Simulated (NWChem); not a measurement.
Molecule: C5H5F; SMILES C#CC/C=C/F

```xyz
11

C      0.7867    -2.8744    -0.0696
C      0.0334    -1.9314    -0.0407
C     -0.8746    -0.7791     0.0099
C     -0.1796     0.4970     0.4287
C     -0.1664     1.5836    -0.3329
F      0.4417     2.7229     0.0501
H      1.4562    -3.7034    -0.0994
H     -1.3503    -0.6409    -0.9706
H     -1.6911    -1.0018     0.7133
H      0.3257     0.5122     1.3907
H     -0.6279     1.6730    -1.3131
```
Atoms are numbered in this order, from 1.

Level: B3LYP/6-31G* (spherical d) (NWChem), optimised geometry, unscaled harmonic frequencies. 

List the harmonic frequencies with IR intensities, and the thermochemistry.


| frequency (cm⁻¹) | IR intensity (km/mol) |
|---|---|
| 81 | 0.0 |
| 153 | 0.6 |
| 287 | 2.0 |
| 299 | 2.6 |
| 347 | 2.1 |
| 455 | 1.9 |
| 586 | 4.8 |
| 606 | 51.9 |
| 627 | 50.5 |
| 825 | 3.5 |
| 924 | 3.7 |
| 957 | 4.8 |
| 966 | 45.5 |
| 1097 | 3.0 |
| 1168 | 138.1 |
| 1236 | 11.6 |
| 1291 | 13.7 |
| 1347 | 2.9 |
| 1380 | 4.6 |
| 1495 | 4.5 |
| 1764 | 74.8 |
| 2242 | 1.1 |
| 3019 | 18.3 |
| 3059 | 12.0 |
| 3206 | 13.2 |
| 3208 | 7.7 |
| 3497 | 56.1 |

```json
{
  "zero_point_energy": "51.6 kcal/mol",
  "thermal correction to the enthalpy at 298.15 K (with zero-point energy)": "56.3 kcal/mol",
  "heat capacity Cv": "22.3 cal/(mol K)",
  "entropy at 298.15 K and 1 atm (symmetry number 1)": "79.5 cal/(mol K)",
  "dipole_moment": "1.19 D"
}
```

Rigid rotor and harmonic oscillator; modes under 100 cm⁻¹ make the entropy uncertain.
